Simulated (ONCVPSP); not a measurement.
Cr: one change to an ONCV potential, before and after

```json
{"Element": "chromium (Cr)", "Generator": "ONCVPSP 4.0.1", "Type": "optimised norm-conserving Vanderbilt (ONCV)", "Functional": "LDA (Perdew-Wang 92)", "Relativity": "scalar-relativistic", "Frozen core": "[Ne]", "Valence charge": "14", "Reference configuration": "3s2 3p6 3d5 4s1", "Partial waves": "3s+4s: rc 1.40 bohr, ncon 4, nbas 8, qcut 9 1/bohr, 2 projectors; 3p: rc 1.10 bohr, ncon 4, nbas 9, qcut 15.3 1/bohr, 1 projector; 3d: rc 1.25 bohr, ncon 3, nbas 7, qcut 12.1 1/bohr, 2 projectors, debl 0.5 Ha; f scattering state at 0.42 Ha: rc 1.15 bohr, ncon 4, nbas 8, qcut 9.2 1/bohr, 3 projectors, debl 3.6 Ha", "Local potential": "polynomial inside 0.85 bohr (lpopt 5, dvloc0 0 Ha)", "Core correction": "none"}
```

All-electron outer shells of the reference configuration (LDA (PZ), scalar-relativistic, ld1.x):

```
shell  level (eV)  outermost node (bohr)  outermost maximum (bohr)
   2p     -560.31                      –                      0.20
   3s      -73.56                   0.36                      0.78
   3p      -45.35                   0.33                      0.80
   4s       -4.20                   1.12                      2.74
   3d       -3.13                      –                      0.84
```

Change: reference 3s2 3p6 3d4; waves 3s: rc 1.40 bohr, ncon 4, nbas 8, qcut 9 1/bohr, 2 projectors, debl 0.7 Ha; f scattering state at 0.42 Ha: rc 1.10 bohr, ncon 4, nbas 8, qcut 9.6 1/bohr, 3 projectors, debl 3.6 Ha. In the s channel the program set the typed energies aside and used -3.483, 0.250 Ha. In the d channel the program set the typed energies aside and used -0.851, 0.250 Ha.

Cutoffs: the cutoffs (Ha) at which the residual kinetic energy of the hardest occupied pseudo-wave falls to 1 and 0.1 mHa per electron; they do not see the model core or the augmentation charge, which bear on the density cutoff. Errors are all-electron minus pseudo energies relative to the spin-unpolarised reference configuration.

Problem. What does the change do?

Solution. The potential gets neither clearly harder nor softer (54 Ha and 69 Ha → 55 Ha and 70 Ha); a bound ghost appears in f, which as a rule spoils a file; the number of tests with a reliable result goes from 3 to 4.

```csv
quantity,base,changed
"cutoff, loose",54 Ha,55 Ha
"cutoff, tight",69 Ha,70 Ha
loose cutoff by channel,"s 27 Ha, p 53 Ha, d 54 Ha","s 27 Ha, p 54 Ha, d 55 Ha"
bound ghosts,none,f
GHOST(+) flags under 300 eV,none,none
tests with a reliable result,3 of 4,4 of 4
s: phases at 1.42 bohr within 0.05 rad from the reference energy up to (Ha; the scan ends near 5),to the end of the scan,to the end of the scan
p: phases at 1.11 bohr within 0.05 rad from the reference energy up to (Ha; the scan ends near 5),4.5,3.7
d: phases at 1.27 bohr within 0.05 rad from the reference energy up to (Ha; the scan ends near 5),to the end of the scan,to the end of the scan
```

 A true bound ghost makes a file unfit for plane-wave use even where its test errors are small: the radial tests pick states by their node count and pass the ghost by.
